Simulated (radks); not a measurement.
Task: Species: Sn2+. Configuration: [Kr] 4d10 5s2 (the NIST ground configuration). Calculated with a radial shooting solver on a logarithmic mesh with Libxc functionals: Dirac Kohn-Sham, BLYP, spin-unpolarised, spherical densities, finite nucleus; Fermi nuclear charge, rms radius 4.6519 fm. Some entries of the table are withheld. Estimate them.

| orbital | occ. | eigenvalue (eV) | r(max) (bohr) | <1/r> (bohr^-1) |
|---|---|---|---|---|
| 1s1/2 | 2 | -29015.43 | 0.01877 | 53.09 |
| 2s1/2 | 2 | -4393.851 | 0.1062 | 12.31 |
| 2p1/2 | 2 | -4105.906 | 0.08178 | 12.29 |
| 2p3/2 | 4 | -3875.151 | 0.08630 | 11.45 |
| 3s1/2 | 2 | -861.6958 | 0.3078 | 4.350 |
| 3p1/2 | 2 | -744.6844 | (1) | 4.259 |
| 3p3/2 | 4 | -702.5585 | (2) | 4.052 |
| 3d3/2 | 4 | -495.5790 | (3) | 3.899 |
| 3d5/2 | 6 | -486.8817 | (4) | 3.845 |
| 4s1/2 | 2 | -151.0444 | 0.7456 | 1.708 |
| 4p1/2 | 2 | -112.1225 | 0.7714 | 1.591 |
| 4p3/2 | 4 | -104.5179 | 0.7961 | 1.524 |
| 4d3/2 | 4 | -43.6232 | 0.8805 | 1.233 |
| 4d5/2 | 6 | -42.5717 | 0.8901 | 1.215 |
| 5s1/2 | 2 | -26.1446 | 1.945 | 0.5815 |

Result: 
(1) 3p1/2 r(max) (bohr): 0.2941
(2) 3p3/2 r(max) (bohr): 0.3044
(3) 3d3/2 r(max) (bohr): 0.2492
(4) 3d5/2 r(max) (bohr): 0.2522
